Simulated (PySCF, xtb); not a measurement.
B(F)(Cl)(OMe) (CH3BClFO), SMILES O(B(F)Cl)C.

GFN2-xTB (xtb) at its own geometry gives an orbital gap of 6.28 eV and a dipole moment of 3.03 D.

Coordinates come from a r2SCAN-D4/def2-SVP optimisation. Other conformers were not sampled.

What does PBE0/def2-TZVP in PySCF give? (An estimate is asked for; the answer gives what the named calculation found.)

gap 9.83 eV (levels -9.30 and 0.53 eV), dipole 2.43 D.
